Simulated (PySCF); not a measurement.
Molecule: SMILES B/C=C\[Si](F)(F)F (C₂H₄BF₃Si). Atoms near the plane z = 0.0 Å, at the GFN2-xTB optimised geometry (x, y, z in Å): C2 (1.1, -0.9, 1.0), C3 (0.3, -0.4, 0.0), Si4 (-1.5, -0.4, 0.0), F6 (-2.2, 1.1, 0.0), H10 (2.2, -0.8, 0.9), H11 (0.8, 0.1, -0.9).

Calculation: B3LYP/def2-TZVP (PySCF). Cells within 0.4 Å of a nucleus heavier than hydrogen are left out (blank, or x). The values are rescaled to run from 0 to 1.

```
|0000000000000000000000000|
|0000000000000000000000000|
|0000000000000000000000000|
|0000000000000000000000000|
|0000001100000000000000000|
|0000123321000000000000000|
|0002345543100000000000000|
|0023567764321111000000000|
|0024689975433322110000000|
|013579xx86444444321000000|
|013579x986555655432000000|
|0024678876677776542210000|
|00235678x8788x87644320000|
|0013456xxx88xx87654431000|
|00234568x8788x87655431000|
|0013456666667777655431000|
|0013455655556666554321000|
|0002344444444555443210000|
|0001233333233343322100000|
|0000012211112222211000000|
|0000000000000111000000000|
|0000000000000000000000000|
|0000000000000000000000000|
|0000000000000000000000000|
|0000000000000000000000000|
```
Scale: ten equal steps from 0.000 (start of '0') to 1.00 (end of '9'), in the order '0123456789'; x runs from -4.50 to 4.50, y from -4.50 (bottom) to 4.50 (top).

Task: Which quantity is mapped?
A. an orbital amplitude
B. electron localisation function
C. log10 of the electron density
D. Laplacian of the electron density

Result: C, log10 of the electron density. In full: log10 of the electron density (e/bohr³), floored at −4.
